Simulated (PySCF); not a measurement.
C₆H₁₁FSi, SMILES [Si](C=C)(CC)(F)C=C (GFN2-xTB optimised geometry):

```
19

C     -2.373     2.122     0.993
C     -1.663     1.608     0.000
Si    -0.949    -0.135     0.000
F     -1.372    -0.817     1.418
C      0.936    -0.135     0.000
C      1.701    -0.056    -1.077
C     -1.695    -1.215    -1.380
C     -1.143    -2.639    -1.387
H     -2.767     3.127     0.968
H     -2.589     1.551     1.881
H     -1.470     2.225    -0.869
H      1.418    -0.203     0.968
H      2.779    -0.058    -1.024
H      1.284     0.013    -2.069
H     -1.509    -0.756    -2.353
H     -2.779    -1.256    -1.263
H     -0.068    -2.633    -1.550
H     -1.607    -3.229    -2.177
H     -1.340    -3.127    -0.436
```

Level of theory: CAM-B3LYP/def2-SVP run with PySCF 2.14.0.

Problem. What are the frontier orbital energies and the dipole moment?

Solution. HOMO-2 -9.96 eV, HOMO-1 -9.17 eV, HOMO -9.04 eV, LUMO 0.66 eV, LUMO+1 1.49 eV; dipole moment 1.75 D.

On the same geometry PBE/def2-SVP in PySCF 2.14.0 gives HOMO-2 -7.18 eV, HOMO-1 -6.65 eV, HOMO -6.51 eV, LUMO -1.53 eV, LUMO+1 -0.84 eV; dipole moment 1.63 D.

Meta-Löwdin charges at CAM-B3LYP/def2-SVP: C1 -0.18, C2 -0.35, Si3 1.13, F4 -0.49, C5 -0.34, C6 -0.19, C7 -0.41, C8 -0.28, H9 0.10, H10 0.10, H11 0.10, H12 0.11, H13 0.10, H14 0.09, H15 0.10, H16 0.11, H17 0.09, H18 0.09, H19 0.10.
